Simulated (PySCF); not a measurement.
Spectra and structures to be paired. Computed, not measured: TDDFT CAM-B3LYP/def2-SVPD, vertical, gas phase, core orbitals frozen in the response in PySCF. Geometries: PBE0-D3(BJ)/def2-SVP; one conformer of each isolated species. Triplets are in the Tamm–Dancoff approximation. Relativistic effects are left out although some hold elements past zinc.

A. `CCCCCF`
B. `[Cl][Sc]([Cl])[Cl]`
C. `F[Si](F)(F)F`
D. `CSB(O)O`
E. `C#[C][GeH2][SH]`

Lowest singlet levels (six at most, fewer where fewer were computed) with oscillator strengths:

1. 212 nm (f 0.000); 197 nm (f 0.021); 171 nm (f 0.081); 167 nm (f 0.017); 160 nm (f 0.050); 159 nm (f 0.084); T1 5.42 eV
2. 220 nm (f 0.018); 209 nm (f 0.000); 207 nm (f 0.019); 198 nm (f 0.010); 197 nm (f 0.005); 176 nm (f 0.001); T1 4.90 eV
3. 140 nm (f 0.004); 139 nm (f 0.016); 137 nm (f 0.008); 134 nm (f 0.003); 132 nm (f 0.008); 131 nm (f 0.019); T1 8.59 eV
4. 268 nm (f 0.000); 243 nm (f 0.001); 243 nm (f 0.000); 242 nm (f 0.004); 241 nm (f 0.032); 241 nm (f 0.004); T1 4.62 eV
5. 114 nm (f 0.000 summed over 3 states); 103 nm (f 0.620 summed over 3 states); 103 nm (f 0.008); 103 nm (f 0.034); 94 nm (f 0.000) [of 10 roots; the last level is left out, as the window may have cut its degenerate partner]; T1 10.56 eV

Question: Match each spectrum to its molecule.

Answer: 1 = D, 2 = E, 3 = A, 4 = B, 5 = C.
- A: S1 at 8.85 eV, HOMO→LUMO (55%), HOMO-1→LUMO (25%), HOMO-1→LUMO+1 (9%); Löwdin shares by element: HOMO carbon 43% or more, fluorine 12% (atoms not listed hold the other 45%); LUMO carbon 44% or more (atoms not listed hold the other 56%); HOMO -10.46 and LUMO 1.41 eV.
- B: S1 at 4.63 eV, HOMO→LUMO (99%); for S1 the Löwdin share of scandium is at most 4% in HOMO and 87% in LUMO (ligand-to-metal charge transfer by this measure); HOMO -10.69 and LUMO -2.53 eV.
- C: S1 at 10.92 eV, HOMO-2/HOMO-1/HOMO→LUMO (≥87%); Löwdin shares by element: HOMO (one of a set within 0.03 eV) fluorine 97% or more; LUMO silicon 63%, fluorine 28% or more; HOMO -14.55 and LUMO 0.17 eV; point group Td, 4 of its 9 listed states under f = 0.0005.
- D: S1 at 5.85 eV, HOMO→LUMO+1 (76%), HOMO→LUMO (8%); Löwdin shares by element: HOMO sulfur 69%, carbon 11%, boron 9%, oxygen 4% or more; LUMO boron 37%, sulfur 15%, oxygen 11% or more, carbon 10% (atoms not listed hold the other 27%); HOMO -8.58 and LUMO 0.58 eV.
- E: S1 at 5.64 eV, HOMO→LUMO (77%), HOMO→LUMO+1 (12%); Löwdin shares by element: HOMO sulfur 78%, germanium 8%, hydrogen 6% or more; LUMO sulfur 31%, carbon 30%, germanium 24% (atoms not listed hold the other 16%); HOMO -8.78 and LUMO 0.27 eV.

A slash joins orbitals within 0.01 eV of each other, whose weights are summed (≥ marks a lower bound).
